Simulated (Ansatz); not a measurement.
Total energies of the cluster Si2Se4 (the lowest singlet isomer of a short search) from Ansatz at r2SCAN-D4/def2-TZVP, gas phase (1 Eh = 27.2114 eV = 2625.5 kJ/mol). The reference geometry is relaxed at PBE0-D4/def2-SVP.

Cartesian coordinates in Å:
```
Si 0.522 -1.369 0.043
Si -0.522 1.369 -0.044
Se -0.731 -0.326 -1.544
Se 1.258 -3.302 0.102
Se 0.730 0.326 1.544
Se -1.258 3.302 -0.101
```

| state | geometry | energy (Eh) |
| --- | --- | --- |
| charge 0 singlet | reference | -10185.32543 |
| charge 1 doublet | reference | -10185.01148 |
| charge 0 triplet | relaxed at PBE0-D4/def2-SVP | -10185.26828 |
| charge 0 quintet | relaxed at PBE0-D4/def2-SVP | -10185.20903 |
| free Si atom (triplet) | – | -289.34121 |
| free Se atom (triplet) | – | -2401.47526 |

(1) Work out the vertical ionisation energy to the doublet.

(2) Which of the charge 0 states is lowest, and how far above it are the others?

(3) What is the binding energy per atom against free atoms?

(1) E(charge 1 doublet) − E(charge 0 singlet) = -10185.01148 − (-10185.32543) = 0.31395 Eh = 8.54 eV. For comparison, −ε of the highest occupied level is 6.36 eV at this level, 2.18 eV less.

(2) The singlet. triplet: -10185.26828 − (-10185.32543) = 0.05715 Eh = 150.0 kJ/mol; quintet: -10185.20903 − (-10185.32543) = 0.11640 Eh = 305.6 kJ/mol.

(3) Atoms: 2 × (-289.34121) + 4 × (-2401.47526) = -10184.58346 Eh. Binding: -10184.58346 − (-10185.32543) = 0.74197 Eh = 20.19 eV, or 3.37 eV for each of 6 atoms (no zero-point energy, no counterpoise term).

The structure comes from a short search, and lower isomers may exist.
